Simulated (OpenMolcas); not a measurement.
A run on Re3+ among 6 point charges of -1.7 e arranged as an octahedron (Oh), 1.87 Å from the ion.

```yaml
Program: OpenMolcas
Method: CASSCF
Basis: ANO-RCC-VDZP [7s6p4d2f1g]
Scalar_Hamiltonian: DKH2, point nucleus
Active_space: 4 electrons in 5 orbitals (5d)
State_averaging: 2S+1 = 5 even, 5 roots; 2S+1 = 3 even, 45 roots; 2S+1 = 1 even, 50 roots
Spin-orbit_coupling: state interaction with AMFI integrals over the reference wave functions
```

68 basis functions. Blocks (2S+1, parity, CSFs, roots kept): 5, even, 5, 5; 3, even, 45, 45; 1, even, 50, 50.

How long do the RASSCF and RASSI steps take on 1 thread of Arm Neoverse V2 (shared host)?

About 20 s of wall time, without the integral step.
